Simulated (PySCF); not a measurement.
C2Cl3, SMILES Cl[C]=C(Cl)Cl (connectivity only; charge and spin as stated), charge +1, multiplicity 1.

The structure is a stationary point at PBE0-D3(BJ)/def2-SVP. The multiplicity is an assumed one; other spin states were not compared. The isomer is the one that the SMILES or the coordinates give; other isomers of the formula were not compared.

The numbers are results of PBE0-D3(BJ)/def2-SVP run with PySCF, not measurements.

Frequencies are harmonic and unscaled.

Computed harmonic wavenumbers and intensities:
| mode | ν (cm⁻¹) | IR (km/mol) | Raman (Å⁴/amu) | depolarisation | moving atoms (share of kinetic energy) |
|---|---|---|---|---|---|
| 1 | 74 | 0.0 | 1.6 | 0.75 | Cl 89 %, C 11 % |
| 2 | 158 | 0.6 | 1.2 | 0.75 | C 84 %, Cl 16 % |
| 3 | 244 | 2.0 | 6.3 | 0.73 | Cl 90 %, C 10 % |
| 4 | 453 | 0.5 | 2.5 | 0.75 | C 94 % |
| 5 | 486 | 1.1 | 1.9 | 0.75 | C 88 %, Cl 12 % |
| 6 | 493 | 0.9 | 12.9 | 0.11 | Cl 99 % |
| 7 | 954 | 92.6 | 4.8 | 0.75 | C 80 %, Cl 20 % |
| 8 | 974 | 141.0 | 1.2 | 0.40 | C 73 %, Cl 27 % |
| 9 | 1866 | 57.1 | 8.5 | 0.64 | C 98 % |
